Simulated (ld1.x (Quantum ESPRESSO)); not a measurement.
## LDA (PZ) TM dataset for germanium (Ge), scalar-relativistic all-electron reference.

* Element: Ge (Z = 32)
* Generator: ld1.x (Quantum ESPRESSO) 7.5
* Type: norm-conserving Troullier–Martins (Kleinman–Bylander form)
* Functional: LDA (PZ)
* Relativity: scalar-relativistic
* Frozen core: [Ar] 3d10
* Valence charge: 4
* Reference configuration: 4s2 4p0.5 (charge +1.5)
* Partial waves: 4s (bound): rc 1.60 bohr; 4p (bound): rc 1.85 bohr; 4d channel at 0.1 Ry: rc 1.80 bohr
* Local potential: all-electron potential smoothed inside 1.60 bohr (lloc = -2)
* Core correction: Bessel-smoothed model core inside 1.00 bohr

All-electron outer shells of the reference configuration (LDA (PZ), scalar-relativistic, ld1.x):

| shell | level (eV) | outermost node (bohr) | outermost maximum (bohr) |
| --- | --- | --- | --- |
| 4s | -24.76 | 0.77 | 1.69 |
| 4p | -15.68 | 0.82 | 2.01 |

Calculated quality:

- Cutoffs needed: 30 Ry and 45 Ry (the cutoffs (Ry, on a coarse ladder) from which the occupation-weighted sum of valence levels, in a spherical-Bessel basis at the reference potential, stays within 10 and 1 mRy of its value at 400 Ry)
- Ghost test: no extra level below or beside the all-electron valence levels (s, p, d, f tested) (spherical-Bessel basis up to 400 Ry, 20 bohr box)
- Largest excitation error: -9.8 meV (all-electron minus pseudo) for 4s2 4p2.3, out of 7 test configurations

Generation and tests took about 1.7 s on one core of a shared server CPU.
